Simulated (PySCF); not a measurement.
An unknown is described by computed data only.

Formula: C4H9ClO2.

* 1H NMR: chemical shifts (computed TMS as zero) by class: 4.22 (1 H), 3.68 (6 H), 3.59 (2 H) ppm [GIAO PBE0/pcSseg-1]
* 13C NMR: chemical shifts (computed TMS as zero) by class: 112.0 (1 C), 59.6 (2 C), 54.0 (1 C) ppm [GIAO PBE0/pcSseg-1]
* UV, first state: lowest singlet excitation: 7.12 eV (174 nm, f = 0.004) [TDDFT PBE0/def2-SVPD]
* Triplet: lowest triplet excitation (Tamm–Dancoff): 6.72 eV [TDA PBE0/def2-SVPD]
* UV, strongest line: among the 6 lowest singlet transitions: S2 at 7.36 eV (168 nm, f = 0.024) [TDDFT PBE0/def2-SVPD]
* Rotational structure: rotational constants A, B, C: 3.364, 1.343, 1.026 GHz [GFN2-xTB]

Gas-phase values; electronic properties from PySCF, density fitting. Levels stand in brackets. NMR shifts are as computed; neighbouring signals can stand in another order in a measured spectrum. One conformer (not necessarily the lowest) at the GFN2-xTB geometry, without solvent, vibrations or thermal averaging. Each NMR value is the plain mean over a class of atoms that symmetry, rotation or inversion makes alike.

Question: What is the compound? Reason from the data.

Answer: Numbering: `[CH3:1][O:2][CH:3]([CH2:4][Cl:5])[O:6][CH3:7]`. Its formula, C4H9ClO2, gives 0 degrees of unsaturation, so no ring and no π bond. 4 carbons fall into 3 classes; from least to most shielded: sp3 carbon bearing two oxygens [C3] (112.0 ppm), methoxy carbon [C1/C7] (59.6 ppm, 2 C, up to 6.3 ppm apart in this geometry), sp3 C–Cl carbon [C4] (54.0 ppm). Hydrogen classes from least to most shielded: 1 H on an sp3 carbon bearing two oxygens, C3 (4.22 ppm), 6 H on 2 methoxy carbons, C1/C7 (3.68 ppm, a mean of values up to 1.0 ppm apart in this geometry), 2 H on an sp3 C–Cl carbon, C4 (3.59 ppm). The optimised geometry has point group C1 and is an asymmetric top. Structure: chloroacetaldehyde dimethyl acetal, `COC(CCl)OC`. The assignments are read from this structure; whether some other isomer fits the data as well wasn't checked.

The values belong to the conformer `[CH3:1][O:2][CH:3]([CH2:4][Cl:5])[O:6][CH3:7]`: C1–O2–C3–C4 -111°, O2–C3–C4–Cl5 72°, O2–C3–O6–C7 -62°.
